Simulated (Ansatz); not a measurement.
Molecule: sum formula AlO2BrH2, net charge 0, singlet state. SMILES: [OH][Al]([OH])[Br]
Coordinates optimised at B3LYP-D3(BJ)/def2-TZVP (Ansatz, a program for electronic structure):
```xyz
6

O      1.8693    -1.3114     0.0140
Al     0.2288    -0.9184     0.0718
O     -1.0400    -2.0179     0.2464
Br    -0.3113     1.2496    -0.0977
H      2.2323    -2.1953     0.0749
H     -0.9464    -2.9672     0.3289
```
Charge 0, spin multiplicity 1.

Quantity: vertical ionisation energy (to the doublet state of charge +1; each state is the SCF solution reached for its spin), in eV. Correlated levels leave the core frozen unless marked. Open shells are spin-unrestricted. Spin-orbit coupling is left out. The frozen core is the preceding noble-gas configuration, with the filled d and f shells of earlier blocks. No relativistic terms. CBS marks a two-point X^-3 extrapolation of the correlation energy; Hartree-Fock from the larger set.

```json
[
 {"level": "CAM-B3LYP/def2-TZVPD", "program": "Ansatz", "vertical ionisation energy (eV)": "(withheld)"},
 {"level": "CCSD/def2-TZVPPD", "program": "Ansatz", "vertical ionisation energy (eV)": "11.03"},
 {"level": "CCSD(T)/CBS(def2-TZVPPD,def2-QZVPPD)", "program": "Ansatz", "vertical ionisation energy (eV)": "(withheld)"}
]
```

Q: Fill in the missing entries.

A: 
- CAM-B3LYP/def2-TZVPD, vertical ionisation energy (eV): 11.16
- CCSD(T)/CBS(def2-TZVPPD,def2-QZVPPD), vertical ionisation energy (eV): 11.28
